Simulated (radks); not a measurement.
Question: Neutral lithium, [He] 2s1. All-electron calculation, non-relativistic Kohn-Sham, exchange-only LDA, spin-polarised, spherical densities, point nucleus. Program: a radial shooting solver on a logarithmic mesh with Libxc functionals. Every spin shell is full or empty, so the densities are truly spherical. Functionals are evaluated on that one density, not self-consistently. Rank these orbital-free kinetic functionals by their error against the exact value of the orbitals, and give that value: Thomas-Fermi, TF + vW, TF + vW/5, Thakkar, Pearson, LKT, PG1, DePristo-Kress.

Answer: Exact: 7.19340 hartree. From best to worst, with 100 (|E| - |E exact|)/|E exact| (equal figures are ties): DePristo-Kress -0.31, Thakkar +0.54, Pearson -4.13, TF + vW/5 +9.14, Thomas-Fermi -10.33, PG1 +50.02, LKT +57.55, TF + vW +86.99.
